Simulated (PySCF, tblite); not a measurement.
Isomers of C6H9ClF2O. Level: GFN2-xTB in tblite, geometry and Hessian alike; calculated harmonic values, unscaled, isolated species. This tight-binding method is rough: wavenumbers can miss measured ones by several per cent, in bad cases by 10 to 20. One conformer each.

Electronic energies: PBE0/pcSseg-1 single points on the GFN2-xTB geometries (PySCF, gas phase).

```csv
SMILES,"electronic energy, lowest = 0 (kJ/mol)"
CC(C)[C@@H](F)[C@H](F)C(=O)Cl,27.9
CC[C@H](C)C(F)(F)C(=O)Cl,4.3
CC[C@@](F)(C(=O)Cl)[C@H](C)F,0.0
```

Problem. How do GFN2-xTB zero-point energies change the relative energies?

Solution. 
| SMILES | ZPE (kJ/mol) | of it from modes above 1550 cm⁻¹ | electronic (kJ/mol) | with ZPE, lowest = 0 (kJ/mol) | lowest mode (cm⁻¹) | rings |
| --- | --- | --- | --- | --- | --- | --- |
| CC[C@@](F)(C(=O)Cl)[C@H](C)F | 371.7 | 173.6 | 0.0 | 0.0 | 34 | 0 |
| CC[C@H](C)C(F)(F)C(=O)Cl | 373.7 | 173.6 | 4.3 | 6.2 | 40 | 0 |
| CC(C)[C@@H](F)[C@H](F)C(=O)Cl | 373.2 | 172.6 | 27.9 | 29.3 | 29 | 0 |

The zero-point energies span 2.0 kJ/mol, from `CC[C@@](F)(C(=O)Cl)[C@H](C)F` to `CC[C@H](C)C(F)(F)C(=O)Cl`. The order is unchanged.

Problem. And how do the electronic energies of GFN2-xTB itself compare?

Solution. `CC[C@@](F)(C(=O)Cl)[C@H](C)F` 0.0; `CC[C@H](C)C(F)(F)C(=O)Cl` 8.6; `CC(C)[C@@H](F)[C@H](F)C(=O)Cl` 14.5 kJ/mol, lowest = 0. Against the energies above, taken from the same isomer `CC[C@@](F)(C(=O)Cl)[C@H](C)F`, the largest difference is 13.4 kJ/mol.

Problem. What do entropy and thermal enthalpy add at 298.15 K and 1 bar (rigid rotor, harmonic oscillator, one conformer each)?

Solution. 
| SMILES | point group | symmetry number | S (J/(mol K)) | H − H(0) (kJ/mol) | ZPE + H − H(0) − TS (kJ/mol) |
| --- | --- | --- | --- | --- | --- |
| CC[C@@](F)(C(=O)Cl)[C@H](C)F | C1 | 1 | 450.3 | 33.17 | 270.6 |
| CC[C@H](C)C(F)(F)C(=O)Cl | C1 | 1 | 441.4 | 32.51 | 274.6 |
| CC(C)[C@@H](F)[C@H](F)C(=O)Cl | C1 | 1 | 448.1 | 32.52 | 272.1 |
